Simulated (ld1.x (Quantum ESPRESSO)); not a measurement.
Transferability test, TM potential for P (Z = 15)

* Element: P
* Generator: ld1.x (Quantum ESPRESSO) 7.5
* Type: norm-conserving Troullier–Martins (Kleinman–Bylander form)
* Functional: PBE
* Relativity: scalar-relativistic
* Frozen core: [Ne]
* Valence charge: 5
* Reference configuration: 3s2 3p3
* Partial waves: 3s (bound): rc 1.50 bohr; 3p (bound): rc 1.45 bohr
* Local potential: all-electron potential smoothed inside 1.35 bohr (lloc = -1)
* Core correction: Bessel-smoothed model core inside 1.50 bohr

Energies are relative to the spin-unpolarised reference configuration 3s2 3p3; without spin polarisation the order of configurations can differ from experiment. The frozen-core shift is the all-electron ΔE with the core orbitals held at their reference shape minus the fully relaxed ΔE.

| valence configuration | charge | ΔE all-electron (eV) | error AE − PS (meV) | frozen-core shift (meV) |
| --- | --- | --- | --- | --- |
| 3s2 3p1 | +2 | 28.877 | +23 | +9.3 |
| 3s2 3p0 | +3 | 58.616 | +74 | +41 |
| 3s1 3p4 | 0 | 8.534 | +0.8 | +0.6 |
| 3s1 3p3 | +1 | 18.850 | +7.8 | +2.8 |
| 3s1 3p0 | +4 | 110.621 | +222 | +137 |

Q: What are ΔE and the potential's error for 3s2 3p2.5?

A: ΔE = 3.775 eV all-electron; the error (AE − PS) is +0.5 meV.

Q: What are ΔE and the potential's error for 3s2 3p2?

A: ΔE = 9.730 eV all-electron; the error (AE − PS) is +3.4 meV.
